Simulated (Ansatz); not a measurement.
`CBC(N)[SiH3]` + `[OH][Cd][O][SiH3]` → `[SiH3][O][Cd][O][SiH3]` + `CBCN`  (ligand exchange at the Si–C bond)

Computed with Ansatz on PBE0-D4/def2-TZVP structures; ΔE is electronic, products minus reactants. CBS: MP2 limit from def2 TZ/QZ plus the TZ coupled-cluster correction, frozen cores. DFT in def2-TZVPP. def2 core potentials past Kr. For Cd outer-core shells are correlated without core-valence functions, which leaves a few kJ/mol of doubt a bond. Each species was taken in one conformer, which may not be the lowest.

Is it downhill or uphill in electronic energy at CCSD(T)/CBS, and by how much? (An estimate is asked.)

The calculation gave: Downhill: ΔE = -96.1 kJ/mol.

What do these levels give: LDA (SPW92), PBE0-D4, r2SCANh-D4, PBE, PBE0, HF/def2-QZVPP? (Estimate.)

The calculation gave: LDA (SPW92) -68.5, PBE0-D4 -85.9, r2SCANh-D4 -93.8, PBE -79.5, PBE0 -90.5, HF/def2-QZVPP -141.5 kJ/mol.

Largest T1 diagnostic among the species: 0.016.

From BLYP to BHLYP (50 % exact exchange), in def2-TZVPP and without D4, ΔE moves by −19.2 kJ/mol. In def2-TZVPP, CCSD(T) changes the Hartree–Fock value by +41.5 kJ/mol (the triples alone add +6.3 kJ/mol) and MP2 by +42.9 kJ/mol.
